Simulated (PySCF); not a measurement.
**Electronic structure of I³⁺ (iodine, charge +3) at the LC-wPBE level**

Configuration: [Kr] 4d10 5s2 5p2, high-spin 3P determinant. Calculation: PySCF 2.14, in x2c-TZVPPall (8s6p4d2f, 60 functions); the spin-free X2C one-electron Hamiltonian (Gaussian nucleus).

```
Total energy                                                  : -7112.89 hartree
One-electron energy                                           : -9690.19 hartree
Hartree (Coulomb) energy                                      : 2759.07 hartree
Exchange-correlation energy                                   : -181.77 hartree
⟨S²⟩                                                          : 2.0025
⟨L²⟩                                                          : 2.007
Sum of ⟨r⟩                                                    : 29.55 bohr
Sum of ⟨r²⟩                                                   : 34.85 bohr²
Traceless quadrupole moment −½Σ⟨3z² − r²⟩ along its main axis : 1.94 e·bohr²
Langevin diamagnetic susceptibility                           : -27.6 ×10⁻⁶ cm³/mol
```

| shell | electrons | mean orbital energy (eV) | spread (eV) | rms radius, mean of both spins (bohr) |
| --- | --- | --- | --- | --- |
| 1s α | 1 | -32958.0 | 0 | 0.0311 |
| 1s β | 1 | -32958.0 | 0 | 0.0311 |
| 2s α | 1 | -5125.7 | 0 | 0.127 |
| 2s β | 1 | -5125.7 | 0 | 0.127 |
| 2p α | 3 | -4608.0 | 0.095 | 0.113 |
| 2p β | 3 | -4608.0 | 0.149 | 0.113 |
| 3s α | 1 | -1065.9 | 0 | 0.336 |
| 3s β | 1 | -1065.9 | 0 | 0.336 |
| 3p α | 3 | -897.73 | 0.272 | 0.336 |
| 3p β | 3 | -897.65 | 0.340 | 0.336 |
| 3d α | 5 | -643.98 | 0.242 | 0.314 |
| 3d β | 5 | -643.91 | 0.306 | 0.314 |
| 4s α | 1 | -218.89 | 0 | 0.787 |
| 4s β | 1 | -218.70 | 0 | 0.787 |
| 4p α | 3 | -166.06 | 0.618 | 0.845 |
| 4p β | 3 | -165.86 | 0.787 | 0.845 |
| 4d α | 5 | -87.974 | 0.612 | 0.990 |
| 4d β | 5 | -87.651 | 0.868 | 0.990 |
| 5s α | 1 | -52.433 | 0 | 1.94 |
| 5s β | 1 | -49.417 | 0 | 1.94 |
| 5p α | 2 | -39.345 | 0 | 2.24 |

Densities and radii are taken from the X2C orbitals without a picture-change correction, which distorts them close to the nucleus.
